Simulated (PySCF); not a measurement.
Distorted geometries of OsO3(OH)2

OsO3(OH)2 (singlet). PySCF 2.14.0, RKS r2SCAN, Os def2-SVP with ECP60, O def2-SVP, H def2-SVP; non-relativistic Hamiltonian with scalar-relativistic core potentials where named; density fitting; no spin-orbit coupling. Relaxed geometry:

```xyz
8

Os   -0.0373   -0.0373    0.1017
O     0.0327    0.0327    1.7999
O     1.5738   -0.3084   -0.4359
O    -0.3084    1.5738   -0.4359
O    -1.9222   -0.2969   -0.3270
H    -2.3361    0.5759   -0.4378
O    -0.2969   -1.9222   -0.3270
H     0.5759   -2.3361   -0.4378
```

Problem. Order these distorted geometries by energy above the relaxed one, lowest first.
A.
```xyz
8

Os   -0.0431   -0.1161   -0.0898
O     0.0099    0.0928    1.9475
O     1.2526   -0.1707   -0.3285
O    -0.4020    1.5358   -0.4005
O    -1.5614   -0.4593   -0.1554
H    -2.3555    0.7997   -0.5663
O    -0.2547   -2.0341   -0.6767
H     0.6356   -2.3668   -0.2301
```
B.
```xyz
8

Os    0.0334   -0.1289    0.2252
O     0.1181   -0.0615    1.5444
O     1.6275   -0.1526   -0.5165
O    -0.3909    1.4933   -0.3295
O    -1.9588   -0.2422   -0.1437
H    -2.3150    0.5697   -0.4482
O    -0.2846   -1.8743   -0.2721
H     0.4517   -2.3222   -0.5594
```
C.
```xyz
8

Os    0.0003   -0.0494    0.1105
O    -0.0038    0.0170    1.7772
O     1.5648   -0.3206   -0.4447
O    -0.2781    1.5882   -0.4392
O    -1.9694   -0.2975   -0.3308
H    -2.3091    0.5710   -0.4059
O    -0.3385   -1.9228   -0.3358
H     0.6151   -2.3045   -0.4309
```

Solution. C (0.30 eV), B (8.70 eV), A (18.43 eV).

Problem. Which forces (eV/Å) act in the one that lies 0.30 eV up?

Solution. 
```
Os  -3.99  1.37 -2.18
O    0.35  0.03  1.90
O    1.93 -0.44 -0.41
O    0.11 -1.34  0.46
O    2.04 -1.55  0.41
H   -0.84  1.95 -0.20
O    2.64 -0.58 -0.14
H   -2.24  0.56  0.17
```
Forces carry noise of the integration grid, about 0.01 to 0.03 eV/Å.

No frequency check is given that shows the relaxed geometry to be a minimum.
